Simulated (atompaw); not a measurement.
# Cd: PAW (atompaw) pseudisation with LDA (PW92), scalar-relativistic reference atom.

- Element: cadmium (Cd)
- Generator: atompaw 4.2.0.5
- Type: PAW
- Functional: LDA (PW92)
- Relativity: scalar-relativistic
- Frozen core: [Ar] 3d10
- Valence charge: 20
- Reference configuration: 4s2 4p6 4d10 5s2 5p0
- Partial waves: 4s (bound): rc 1.05 bohr; 5s (bound): rc 2.05 bohr; 4p (bound): rc 1.75 bohr; 5p (bound, empty): rc 2.05 bohr; 4d (bound): rc 2.05 bohr; 4d channel at 0.05 Ry: rc 2.05 bohr; 4f channel at 0.1 Ry: rc 2.05 bohr; 4f channel at 0.95 Ry: rc 1.90 bohr
- Local potential: troulliermartins scheme with l = 4 at 0 Ry, radius 1.90 bohr
- Core correction: smooth core density matched at 1.55 bohr
- Augmentation charge: sinc compensation charge, radius 1.80 bohr; PAW radius 2.05 bohr; waves and projectors: custom polynom vanderbiltortho

All-electron outer shells of the reference configuration (LDA (PW92), scalar-relativistic, ld1.x):

```csv
shell,level (eV),outermost node (bohr),outermost maximum (bohr)
3p,-600.93,0.14,0.32
3d,-394.00,–,0.27
4s,-105.84,0.43,0.79
4p,-66.99,0.43,0.84
4d,-11.90,0.42,0.98
5s,-5.96,1.07,2.32
5p,-1.33,1.20,3.25
```

What the tests gave:

* Cutoffs needed: 55 Ry and 100 Ry (the cutoffs (Ry, on a coarse ladder) from which the occupation-weighted sum of valence levels, in a spherical-Bessel basis at the reference potential, stays within 10 and 1 mRy of its value at 400 Ry)
* Ghost test: no extra level below or beside the all-electron valence levels (s, p, d, f tested) (spherical-Bessel basis up to 400 Ry, 20 bohr box)
* Lowest eigenvalue of the overlap operator: 0.51 (s channel)
* Overlap eigenvalues printed by atompaw (projector basis): 0.493, 0.552, 1.22, 15.1, 338, 1.82e+03, 1.97e+03, 1.11e+06
* Share of each valence orbital outside the PAW sphere: 4s 0 %, 5s 77 %, 4p 1 %, 5p 94 %, 4d 10 %

Generation and tests took about 3.3 s on one core of a shared server CPU.
